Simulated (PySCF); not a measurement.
Match the calculated data to a structure.

All candidates are C10H12.

| technique | computed result |
| --- | --- |
| 13C NMR | chemical shifts (computed TMS as zero) by class: 141.2 (2 C), 135.2 (2 C), 131.3 (2 C), 33.6 (2 C), 27.4 (2 C) ppm [GIAO PBE0/pcSseg-1] |
| Dipole | 0.70 D [PBE0/pcSseg-1] |
| 1H NMR | chemical shifts (computed TMS as zero) by class: 7.40 (2 H), 7.37 (2 H), 2.89 (4 H), 1.79 (4 H) ppm [GIAO PBE0/pcSseg-1] |
| Rotational structure | rotational constants A, B, C: 2.813, 1.146, 0.844 GHz [GFN2-xTB] |

Gas-phase values; electronic properties from PySCF, density fitting. Levels stand in brackets. The structure is a single GFN2-xTB conformer in the gas phase; no vibrational or solvent corrections. Each NMR value is the plain mean over a class of atoms that symmetry, rotation or inversion makes alike.

Question: Which candidate is it?
A. `C=C[C@]1(C#CCC)C=CC1`
B. `c1ccc2c(c1)CCCC2`
C. `C/C=C\C=C/C#CC1CC1`

Answer: B. It is `c1ccc2c(c1)CCCC2`. Numbering: `[cH:1]1[cH:2][cH:3][c:4]2[c:5]([cH:6]1)[CH2:7][CH2:8][CH2:9][CH2:10]2`. Its formula, C10H12, gives 5 degrees of unsaturation: 2 rings and 3 π bonds in the structure found (Kekulé form). 10 carbons fall into 5 classes; from least to most shielded: substituted aromatic carbon [C4/C5] (141.2 ppm, 2 C), aromatic CH carbon [C3/C6] (135.2 ppm, 2 C), aromatic CH carbon [C1/C2] (131.3 ppm, 2 C), benzylic-type carbon [C7/C10] (33.6 ppm, 2 C), ring CH2 carbon [C8/C9] (27.4 ppm, 2 C). Hydrogen classes from least to most shielded: 2 H on 2 aromatic CH carbons, C1/C2 (7.40 ppm), 2 H on 2 aromatic CH carbons, C3/C6 (7.37 ppm), 4 H on 2 benzylic-type carbons, C7/C10 (2.89 ppm), 4 H on 2 ring CH2 carbons, C8/C9 (1.79 ppm). The optimised geometry has point group C2 and is an asymmetric top.

The others, at the same levels:
- `C/C=C\C=C/C#CC1CC1` fails: it has 9 carbon classes against 5; its computed 13C shifts are 138.9 (1 C), 136.9 (1 C), 134.0 (1 C), 116.5 (1 C), 115.3 (1 C), 80.8 (1 C), 17.2 (1 C), 12.7 (2 C), 4.0 (1 C) ppm, 1H shifts are 6.80 (1 H), 6.77 (1 H), 5.81 (1 H), 5.74 (1 H), 1.95 (3 H), 1.54 (1 H), 0.88 (2 H), 0.74 (2 H) ppm and smallest rotational constant is 0.440 GHz (against 0.844 GHz).
- `C=C[C@]1(C#CCC)C=CC1` fails: it has 10 carbon classes against 5; its computed 13C shifts are 151.3 (1 C), 148.2 (1 C), 146.4 (1 C), 117.4 (1 C), 91.6 (1 C), 88.3 (1 C), 50.1 (1 C), 46.6 (1 C), 17.5 (1 C), 15.8 (1 C) ppm, 1H shifts are 6.48 (1 H), 6.47 (1 H), 6.45 (1 H), 5.42 (1 H), 5.25 (1 H), 2.81 (1 H), 2.55 (1 H), 2.32 (1 H), 2.30 (1 H), 1.19 (3 H) ppm and rotational constant A is 2.273 GHz (against 2.813 GHz).

Each candidate is one conformer, not necessarily the lowest. The conformers computed, where there is a choice (atom-mapped SMILES and torsion angles):
- `[CH3:1]/[CH:2]=[CH:3]\[CH:4]=[CH:5]/[C:6]#[C:7][CH:8]1[CH2:9][CH2:10]1`: C2–C3–C4–C5 180°
- `[CH2:1]=[CH:2][C@:3]1([C:4]#[C:5][CH2:6][CH3:7])[CH:8]=[CH:9][CH2:10]1`: C1–C2–C3–C4 131°

The conformers of `c1ccc2c(c1)CCCC2` aren't listed.
